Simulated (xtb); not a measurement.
Harmonic IR lines of one isomer of CH$_{3}$BSi, unscaled. Computed with GFN2-xTB (xtb 6.7.1).

wavenumber (cm⁻¹): 76 (w), 456 (m), 584 (m), 677 (w), 808 (vw), 897 (m), 997 (w), 2113 (vs), 2180 (m), 3165 (w)

Question: Name which structure gives these lines.
A. `B=C=[SiH2]`
B. `B1=C[SiH2]1`
C. `B1C=[SiH]1`

Answer: B, `B1=C[SiH2]1`
